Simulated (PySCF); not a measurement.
Tl³⁺ (thallium, charge +3): UHF calculation

Configuration: [Xe] 4f14 5d10, closed-shell 1S. Computed with PySCF 2.14 in def2-TZVP with the def2 core potential (60 electrons) (6s5p3d2f, 50 functions), with a scalar-relativistic core potential.

```
Total energy             : -169.621452 hartree
One-electron energy      : -279.6767 hartree
Hartree (Coulomb) energy : 123.4403 hartree
Exchange energy          : -13.3851 hartree
⟨S²⟩                     : 0.0000
⟨L²⟩                     : 0.000
Sum of ⟨r⟩               : 21.56 bohr
Sum of ⟨r²⟩              : 29.58 bohr²
Time after the integrals : 0.14 s of wall time on 1 thread of Neoverse-V1 (shared host)
```

```
shell  electrons  mean orbital energy (hartree)  rms radius, mean of both spins (bohr)
   5s          2                       -6.70270                                  0.953
   5p          6                       -4.53642                                   1.08
   5d         10                       -1.89423                                   1.44
```

Energies and moments cover only the electrons outside the core potential. Spin-orbit coupling, which splits the p, d and f shells strongly at this Z, is absent.
